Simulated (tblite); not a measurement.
Species: C3H7O3Si (doublet state).
SMILES with atom numbers: `[CH3:1][C@@H:2]([SiH2:3][OH:4])[C:5]([O:6])=[O:7]` (hydrogens: H8, H9, H10 on C1; H11 on C2; H12, H13 on Si3; H14 on O4)

A start from a force field or distance geometry was refined with GFN2-xTB geometry optimisation, gas phase in tblite. Values at the start:

```json
{"coordinate": "C1–C2", "start": "1.512 Å"}
{"coordinate": "C1–H8", "start": "1.099 Å"}
{"coordinate": "C2–Si3", "start": "1.887 Å"}
{"coordinate": "C2–C5", "start": "1.549 Å"}
{"coordinate": "C2–H11", "start": "1.095 Å"}
{"coordinate": "Si3–O4", "start": "1.650 Å"}
{"coordinate": "Si3–H12", "start": "1.490 Å"}
{"coordinate": "Si3–H13", "start": "1.483 Å"}
{"coordinate": "O4–H14", "start": "0.994 Å"}
{"coordinate": "C5–O6", "start": "1.262 Å"}
{"coordinate": "C5=O7", "start": "1.266 Å"}
{"coordinate": "C1–C2–Si3", "start": "114.4°"}
{"coordinate": "C1–C2–C5", "start": "113.5°"}
{"coordinate": "C2–Si3–O4", "start": "111.9°"}
{"coordinate": "C2–C5–O6", "start": "116.2°"}
{"coordinate": "C2–C5–O7", "start": "114.1°"}
{"coordinate": "Si3–C2–C5", "start": "108.3°"}
{"coordinate": "O6–C5–O7", "start": "129.6°"}
{"coordinate": "C1–C2–C5–O6", "start": "-3°"}
```

How do these coordinates change at the GFN2-xTB level?

```
 coordinate  GFN2-xTB (Å or °)  change
      C2–C5              1.699  +0.150
      C5–O6              1.195  -0.067
      C5=O7              1.206  -0.060
     Si3–O4              1.607  -0.043
     C2–Si3              1.923  +0.036
     O4–H14              0.963  -0.031
    Si3–H12              1.459  -0.031
    Si3–H13              1.460  -0.023
      C1–C2              1.496  -0.016
      C1–H8              1.091  -0.008
     C2–H11              1.092  -0.003
   O6–C5–O7              141.0   +11.4
  Si3–C2–C5              101.3    -7.0
   C2–C5–O6              110.3    -5.9
   C2–C5–O7              108.8    -5.3
  C1–C2–Si3              117.3    +2.9
  C2–Si3–O4              109.1    -2.8
   C1–C2–C5              111.9    -1.6
C1–C2–C5–O6                -16     -13
```

The energy falls by 44.1 kJ/mol over 66 L-BFGS steps, the largest force on an atom goes from 3.72 to 0.009 eV/Å, and the atoms move by 0.139 Å rms after alignment. The bond that changes most is C2–C5 (ends: carbon bonded to 2 C, Si and H; carbon bonded to C and 2 O), which lengthens by 0.150 Å. Bonds longer at the end by more than 0.005 Å: 2 of 13; shorter: 10. Among the dihedrals that turn most is Si3–C2–C5–O6, from 125° to 110°. Rotational constants go from 3019, 1845, 1254 to 2905, 1917, 1326 MHz.

The run took 0.38 s on Arm Neoverse V1, one thread, no GPU, shared host with 32 logical CPUs at a one-minute load of 40.

Its GFN2-xTB frequencies are all real (lowest 44 cm⁻¹). 3 starts were optimised and ended at 0.00, 1.47 and 1.48 kcal/mol (GFN2-xTB); the lowest of these is shown.

One conformer stands for the species.

The numbers are calculated, not measured.
